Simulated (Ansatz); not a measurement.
Ansatz results at the PBE0-D4/def2-TZVP geometry: LUMO energy (PBE/def2-TZVPP) -2.28 eV; size of the dipole moment (B3LYP/def2-TZVPP) 4.01 D; size of the dipole moment (ωB97M-V/def2-TZVPP) 4.15 D.

Each molecule was computed in one conformer, which needn't be the lowest.

Question: Which molecule gave them?
A. `[SH][Zr]([SH])([SH])[SH]`
B. `[NH2][Zr]([Cl])([Cl])[Cl]`
C. `[OH][Zr]([OH])([Br])[Br]`
D. `[NH2][Zr]([NH2])([F])[Cl]`

Answer: C. The others give `[SH][Zr]([SH])([SH])[SH]`: -3.22, 0.00, 0.00; `[NH2][Zr]([NH2])([F])[Cl]`: -1.80, 3.18, 3.13; `[NH2][Zr]([Cl])([Cl])[Cl]`: -2.98, 2.82, 2.82.

B3LYP here is the variant with VWN-RPA as its local correlation; programs differ in this.
